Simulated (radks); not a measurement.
Task: These are the eigenvalues of the occupied orbitals of an atom or ion with whole-number occupations (eV). Method: scalar-relativistic Kohn-Sham, PBEsol, spin-polarised, spherical densities, finite nucleus; Fermi nuclear charge, rms radius of each element as measured or else 0.836 A^(1/3) + 0.57 fm; computed with a radial shooting solver on a logarithmic mesh with Libxc functionals.

| orbital | eigenvalue |
|---|---|
| 1s up | -33117.55 |
| 1s down | -33117.54 |
| 2s up | -5244.802 |
| 2s down | -5244.036 |
| 2p up | -4723.940 |
| 2p down | -4723.341 |
| 3s up | -1176.136 |
| 3s down | -1175.715 |
| 3p up | -1007.358 |
| 3p down | -1006.889 |
| 3d up | -754.7001 |
| 3d down | -754.0148 |
| 4s up | -322.7222 |
| 4s down | -320.3997 |
| 4p up | -268.6045 |
| 4p down | -266.2858 |
| 4d up | -188.4883 |
| 4d down | -186.2355 |

Which element is it, and in what charge state? The configuration may be excited. Open shells, if any, are filled with parallel spins first.

Result: Z = 53, iodine, charge +9: I9+ in [Kr] 4d8. The list shows which subshells hold electrons but not how many an open one holds; the 1s level, -1217 hartree, gives Z - s = 49.3 by -(Z - s)^2/2, which with screening and relativity narrows Z to a few neighbours, and the depths of the outer levels then fix element, charge and occupations together.
